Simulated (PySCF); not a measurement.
## Krypton: a sound run and one with changed settings

Sound run: Kr [Kr], Kr⁺ [Ar] 3d10 4s2 4p5. All numbers are calculated (PySCF 2.14, scalar relativity by spin-free X2C-1e, in jorge-DZP-DKH (8s6p2d1f, 43 functions)). In the sound run the correlated levels freeze [Ar] 3d10. The sound run starts from symmetry-adapted Hartree-Fock orbitals and uses a fine grid where one is needed.

Changed run: all electrons correlated in a basis built for the valence shell.

```json
{"species": "Kr", "method": "MP2", "sound run (hartree)": "-2788.06407", "changed run (hartree)": "-2788.65411", "converged": "yes"}
{"species": "Kr⁺", "method": "MP2", "sound run (hartree)": "-2787.57020", "changed run (hartree)": "-2788.15951", "converged": "yes"}
```

Ionisation energy of Kr:

```
 method  sound run (eV)  changed run (eV)
    UHF          13.213            13.213
    MP2          13.439            13.459
SCS-MP2          13.418            13.427
```

A valence basis has no tight correlating functions, so it recovers only part of the core correlation, and not evenly between atom and ion.

For comparison, NIST gives 14.000 eV between the lowest levels.
